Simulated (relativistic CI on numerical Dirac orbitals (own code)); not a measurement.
# Sc²⁺: M2,3 absorption edge

Computed with this model: Dirac-Coulomb-Breit CI, KLI orbitals optimised for each configuration, a model potential for QED, valence Slater integrals scaled by 0.8, multiplet model of core-to-valence dipole absorption; configurations [Ar] 3d → [Ne] 3s2 3p5 3d2; 300 K; Lorentzian 0.48 eV and Gaussian 0.3 eV FWHM. Energies are those of the free ion, without screening or charge transfer. The branching ratio is the share of the lower-energy edge in the whole absorption, uncertain by about 0.02 where the edges overlap. S is read from ⟨S²⟩ = S(S + 1).

Field parameters in Wybourne normalisation: D4h B²₀ = −7Ds, B⁴₀ = 21(Dq − Dt), B⁴₄ = 21√(5/14) Dq; Oh B⁴₀ = 21Dq, B⁴₄ = √(5/14) B⁴₀; Td as Oh with Dq negative (B⁴₀ = 21Dq, B⁴₄ = √(5/14) B⁴₀). The field is a parameter set, without covalency.

Computed curve for free ion, scaled to 100 at the maximum (points under 2 are left out and the grid is thinned):

(Energy (eV), Intensity): (36.4, 2.2), (36.5, 2.4), (36.7, 3.0), (36.8, 3.4), (36.9, 3.9), (37.1, 5.4), (37.2, 6.5), (37.3, 8.0), (37.5, 13.2), (37.6, 17.7), (37.7, 24.8), (37.9, 49.5), (38.0, 64.6), (38.1, 75.5), (38.3, 68.4), (38.4, 54.2), (38.5, 39.7), (38.6, 28.2), (38.8, 15.1), (38.9, 11.8), (39.0, 9.5), (39.2, 7.0), (39.3, 6.3), (39.4, 5.8), (39.6, 5.3), (39.7, 5.2), (39.8, 5.3), (40.0, 5.9), (40.1, 6.5), (40.2, 7.2), (40.4, 10.0), (40.5, 12.4), (40.6, 16.0), (40.8, 29.5), (40.9, 39.8), (41.0, 49.7), (41.2, 53.6), (41.3, 47.3), (41.4, 40.7), (41.6, 39.5), (41.7, 47.3), (41.8, 61.4), (42.0, 95.2), (42.1, 100.0), (42.2, 90.4), (42.3, 71.6), (42.5, 36.4), (42.6, 25.9), (42.7, 19.0), (42.9, 11.4), (43.0, 9.2), (43.1, 7.6), (43.3, 5.5), (43.4, 4.8), (43.5, 4.2), (43.7, 3.3), (43.8, 2.9), (43.9, 2.7), (44.1, 2.2), (44.2, 2.0)

The ground state has S = 0.50, and the centroid lies at 40.35 eV.
